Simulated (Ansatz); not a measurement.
System: GeSiH$_{5}$, charge 1, singlet. GeSiH5+ (parent SMILES [SiH2][GeH3], singlet).
B3LYP-D3(BJ)/def2-TZVP minimum from Ansatz (a program for electronic structure):
```xyz
7

Si     1.6414    -0.1694     0.0313
Ge    -0.7675     0.0804    -0.0195
H      2.5798     0.9192     0.3715
H      2.3471    -1.4434    -0.2142
H     -1.0958    -0.2495     1.4417
H     -1.0025     1.5394    -0.3952
H     -1.2494    -0.9677    -1.0167
```
Charge +1, spin multiplicity 1.

Total energies in def2-TZVPP, 12 correlated electrons, 19 frozen orbitals. Open shells are spin-unrestricted; no spin-orbit coupling. Correlated methods leave the cores frozen (noble-gas shells, and filled d and f shells in the p block). No relativity. The spin of H5GeSi+ (parent SMILES [SiH2][GeH3], singlet) was assumed, and the state is the lowest solution found for it.

```
method    program  energy (Eh)  minus CCSDT(Q) (mEh)
--------  -------  -----------  --------------------
HF         Ansatz  -2366.91408                272.45
MP2        Ansatz  -2367.13297                 53.56
CCSD       Ansatz  -2367.17753                  9.00
CCSD(T)    Ansatz  -2367.18495                  1.58
CCSDT(Q)   Ansatz  -2367.18653                  0.00
```

Rough core times of Ansatz's runs on a shared machine: CCSD(T) under 20 s, CCSDT(Q) 30 min.
